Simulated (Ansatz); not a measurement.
# Correcting a cheap level on Se-containing molecules

The vertical ionisation energy (cation less neutral) in eV of 8 Se-containing molecules: x at HF/def2-TZVPP, y at CCSD(T)/def2-TZVPP. Shapes, held fixed at every level: PBE0-D4/def2-TZVP. Flexible molecules stand in one conformer, not always the lowest. Programs: Ansatz 0.2.0.

| molecule | x (eV) | y (eV) |
| --- | --- | --- |
| SnSe (SMILES [Se][Sn]) | 7.81 | 9.13 |
| SeH(CH3) | 7.94 | 8.96 |
| H2Se (hydrogen selenide) | 8.74 | 9.75 |
| SeCl2 (SMILES Cl[Se]Cl) | 8.74 | 9.24 |
| SiSe (SMILES [Si][Se]) | 8.82 | ? |
| Se(SeCl)Cl | 9.01 | 9.56 |
| AlH3(SeH2) | 9.67 | 10.40 |
| BH3(SeH2) | 10.07 | 10.91 |

Fit y = c + s·x to the known rows and predict y for SiSe.


1. Means of the 7 rows: x = 8.8543, y = 9.707.
2. Σ(Δx)² = 4.1202, Σ(Δx·Δy) = 3.3389, so the slope is 3.3389/4.1202 = 0.81037.
3. Intercept: 9.707 − (0.81037) × 8.8543 = 2.532. The largest residual of the fit is 0.37.
4. SiSe: 2.532 + 0.81037 × 8.82 = 9.68 eV.

CCSD(T)/def2-TZVPP gives 10.10 eV, so the prediction is off by -0.42 eV, about the largest residual. Uncorrected, HF/def2-TZVPP misses it by -1.28 eV, and the other rows by 0.85 on average. The line removes about 70 % of this miss. Left out in turn, the other rows are missed by 0.27 eV on average, so much of the error is systematic among these molecules. Cations run unrestricted. For atoms past krypton def2 sets carry core potentials with scalar relativity. Relativity is left out for Se. Outer-core shells of Se, Sn are correlated, in sets that cover them unevenly.
